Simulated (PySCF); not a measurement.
## Worked example: chemical shift, span and skew from a shielding tensor

C3H9B, SMILES CB(C)C. Atoms are numbered in the order given.

```xyz
13

B      0.0006     0.0108     0.0113
C      1.5163    -0.1448    -0.3905
H      1.9492    -1.1191    -0.1088
H      2.0647     0.6084     0.2126
H      1.7444     0.0695    -1.4466
C     -0.5469    -0.6908     1.3119
H     -1.1072    -1.5853     0.9697
H     -1.2814    -0.0772     1.8599
H      0.2268    -1.0484     2.0094
C     -0.9684     0.8403    -0.9157
H     -1.9333     1.1179    -0.4638
H     -1.1874     0.2070    -1.7991
H     -0.4848     1.7444    -1.3245
```

Coordinates come from a B3LYP-D3(BJ)/def2-SVP optimisation. The isomer is the one that the SMILES or the coordinates give; other isomers of the formula were not compared.

GIAO shieldings from PBE0/pcSseg-1 run with PySCF, non-relativistic, no solvent. The symmetric part of the tensor of C2 has the principal values 149.4, 168.8, 183.8 ppm. The same nucleus in TMS has σ = 186.3 ppm at this level (PySCF, at its B3LYP-D3(BJ)/def2-TZVP geometry).

Q: Work out the isotropic shielding, the ¹³C shift against TMS, the span and the skew.

A: 
σ(iso) = (σ11 + σ22 + σ33)/3 = 167.3 ppm. δ = σ(ref) − σ(iso) = 186.3 − (167.3) = 19.0 ppm.
Span Ω = σ33 − σ11 = 34.4 ppm. Skew κ = 3(σ(iso) − σ22)/Ω = -0.13. Tumbling in solution averages the tensor to δ; in a static solid the shielding alone would spread this spin-1/2 line over Ω.
